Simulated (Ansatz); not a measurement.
Consider the cleavage of the P–Si bond: `[OH][AlH][SiH2]P` + CH₃NH₂ → `CNP` + `[OH][AlH][SiH3]`.

Computed with Ansatz on PBE0-D4/def2-TZVP structures; ΔE is electronic, products minus reactants. CCSD(T)/CBS is the MP2 limit (def2-TZVPP, def2-QZVPP) plus CCSD(T) − MP2 in def2-TZVPP, frozen cores. DFT in def2-TZVPP. HSE06 is defined as in plane-wave codes. One conformer a species, not always the lowest.

Is it downhill or uphill in electronic energy at CCSD(T)/CBS, and by how much? (Best estimate.)

The calculation gave: Uphill: ΔE = +11.5 kcal/mol.

What do these levels give: LDA (SPW92), HSE06-D4, PBE0, LC-ωPBE, MP2/def2-TZVPP, MP2/CBS(def2)? (Estimate.)

The calculation gave: LDA (SPW92) 11.4, HSE06-D4 12.8, PBE0 12.4, LC-ωPBE 10.3, MP2/def2-TZVPP 10.9, MP2/CBS(def2) 11.4 kcal/mol.

Largest T1 diagnostic among the species: 0.014.

From BLYP to BHLYP (50 % exact exchange), in def2-TZVPP and without D4, ΔE moves by −1.6 kcal/mol. Leaving LDA and LC-ωPBE aside and taking each functional with its dispersion term where it has one, the values, not all of them listed here, spread over 4.5 kcal/mol, from CAM-B3LYP-D4 to PBE-D4. LDA lies −1.6 kcal/mol from PBE without D4.
